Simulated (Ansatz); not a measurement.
A set of 12 reactions (hydrogen abstraction), with CCSD(T)/CBS values in kJ/mol:

```
                                                       reaction      ΔE
                   `[MgH][Br]` + `[SiH3]`• → `[Mg][Br]`• + SiH₄   -95.3
`O[SiH2][O][GeH2][OH]` + `[OH]`• → `O[SiH][O][GeH2][OH]`• + H₂O  -115.7
               `[F][GeH2][F]` + `[CH3]`• → `[F][GeH][F]`• + CH₄   -84.0
                          `[MgH][Br]` + Cl• → `[Mg][Br]`• + HCl  -139.0
                 `N[SiH](O)O` + `[OH]`• → `N[SiH]([O])O`• + H₂O     6.8
             `[F][GeH2][F]` + `[SiH3]`• → `[F][GeH][F]`• + SiH₄   -18.6
         `F[Si](F)(F)[SiH3]` + Cl• → `F[Si](F)(F)[SiH2]`• + HCl   -55.3
                      `C[SiH](N)Cl` + Cl• → `C[Si](N)Cl`• + HCl   -34.4
                 `N[SiH](F)Cl` + `[CH3]`• → `N[Si](F)Cl`• + CH₄   -47.6
        `F[Si](F)(S)Cl` + `[SiH3]`• → `F[Si](F)([S])Cl`• + SiH₄    -4.4
                    `N[SiH](F)Cl` + H• → `[NH][SiH](F)Cl`• + H₂    51.8
                     `C[S][MgH]` + `[CH3]`• → `C[S][Mg]`• + CH₄  -160.7
```

Gas-phase electronic energies from Ansatz, PBE0-D4/def2-TZVP geometries. CCSD(T)/CBS adds triple-zeta CCSD(T) − MP2 to the extrapolated MP2 energy (def2 sets, frozen cores). Small cases extrapolate CCSD(T) itself. DFT in def2-TZVPP. B3LYP here is the variant with VWN-RPA as its local correlation; programs differ in this. Open shells (•) are unrestricted, without spin–orbit coupling. Spin–orbit coupling would lower the free atoms: a little for Cl. Bonds to Br, Ge, Mg are less sure, by a few kJ/mol each and by 10 to 20 or more in all where they break to atoms, as the def2 sets lack core-valence functions. Scalar relativity is left out up to krypton. Each species was taken in one conformer, which may not be the lowest.

Give the mean, mean absolute and largest difference (level minus CCSD(T)/CBS, kJ/mol) for: PBE-D4, r2SCAN-D4, PBE0-D4, B2PLYP, B3LYP, HF/def2-TZVPP, MP2/def2-TZVPP, SCS-MP2/def2-TZVPP, CCSD/def2-TZVPP, CCSD(T)/def2-TZVPP, MP2/def2-QZVPP, SCS-MP2/def2-QZVPP, HF/CBS(def2), MP2/CBS(def2). (Estimate.)

Computed: 
| level | mean | mean absolute | largest |
| --- | --- | --- | --- |
| PBE-D4 | -17.8 | 19.6 | -29.6 |
| r2SCAN-D4 | -9.3 | 10.5 | -20.3 |
| PBE0-D4 | -9.2 | 11.0 | -21.2 |
| B2PLYP | -4.9 | 6.4 | -11.4 |
| B3LYP | -7.8 | 9.5 | -20.0 |
| HF/def2-TZVPP | 18.2 | 29.0 | 84.8 |
| MP2/def2-TZVPP | -5.3 | 12.6 | 26.8 |
| SCS-MP2/def2-TZVPP | -1.0 | 7.2 | -16.9 |
| CCSD/def2-TZVPP | 2.2 | 7.1 | 17.4 |
| CCSD(T)/def2-TZVPP | -0.5 | 4.7 | -9.9 |
| MP2/def2-QZVPP | -5.2 | 12.8 | 29.5 |
| SCS-MP2/def2-QZVPP | -0.7 | 5.2 | -11.2 |
| HF/CBS(def2) | 17.6 | 28.5 | 83.5 |
| MP2/CBS(def2) | -4.8 | 12.7 | 31.6 |

The largest T1 diagnostic in the set is 0.015, for `N[SiH]([O])O`• (customary mark 0.045).

CCSD(T)/CBS is a level of theory with its own doubt, and the functionals carry their triple-zeta basis error, so these figures describe this set and don't rank the functionals.
